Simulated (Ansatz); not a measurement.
Compare A (`BCC=C=NC`) with its isomer B (`BCC1CC=N1`).

Gas-phase electronic energies from Ansatz, PBE0-D4/def2-TZVP geometries. CCSD(T)/CBS adds triple-zeta CCSD(T) − MP2 to the extrapolated MP2 energy (def2 sets, frozen cores). DFT in def2-TZVPP. B3LYP here is the variant with VWN-RPA as its local correlation; programs differ in this. One conformer a species, not always the lowest.

A:

```xyz
14

B     0.439   -1.122   -2.714
C     0.716   -0.580   -1.289
C    -0.301    0.333   -0.671
C    -0.675    0.269    0.582
N    -1.088    0.135    1.717
C    -0.528    0.847    2.848
H     1.113   -2.013   -3.145
H    -0.377   -0.612   -3.428
H     1.027   -1.367   -0.597
H     1.661   -0.026   -1.486
H    -0.787    1.076   -1.295
H     0.299    1.509    2.573
H    -1.319    1.432    3.320
H    -0.180    0.118    3.583
```

B:

Z-matrix (Å, degrees):
```
C
C 1 1.509
B 1 1.554 2 115.7
H 1 1.107 2 109.4 3 115.4
H 1 1.096 2 110.9 3 -129.6
C 2 1.553 1 119.1 3 169.9
N 2 1.492 1 112.7 3 68.2
H 2 1.094 1 110.6 3 -55.7
H 3 1.198 1 120.4 2 -159.9
H 3 1.198 1 120.6 2 24.5
C 6 1.495 2 80.8 1 -115.8
H 6 1.093 2 116.9 1 128.9
H 6 1.093 2 115.2 1 -1.4
H 11 1.090 6 133.9 2 -179.4
```

**Question.** Which isomer does CCSD(T)/CBS put lower? Give the gap. (Estimate.)

**Answer.** Ansatz gave: B, by 17.4 kJ/mol.

**Question.** Give E(B) − E(A) in kJ/mol with ωB97M-V, HF/def2-TZVPP, B3LYP-D4, MP2/def2-TZVPP, B3LYP, CCSD(T)/def2-TZVPP, B2PLYP. (An estimate is asked.)

**Answer.** Ansatz gave: ωB97M-V -13.4, HF/def2-TZVPP 2.3, B3LYP-D4 12.7, MP2/def2-TZVPP -19.2, B3LYP 18.8, CCSD(T)/def2-TZVPP -17.7, B2PLYP 5.5. The order is the other way round with HF/def2-TZVPP, B3LYP-D4, B3LYP, B2PLYP.

Largest T1 diagnostic: 0.013.

In def2-TZVPP, CCSD(T) changes the Hartree–Fock value by −20.0 kJ/mol (the triples alone add +0.4 kJ/mol) and MP2 by −21.5 kJ/mol. The D4 term adds −6.1 kJ/mol with B3LYP and −3.1 kJ/mol with PBE0; it sums over pairs of atoms, weighted by their polarisabilities, and B3LYP, whose exchange is more repulsive, gets the larger term.
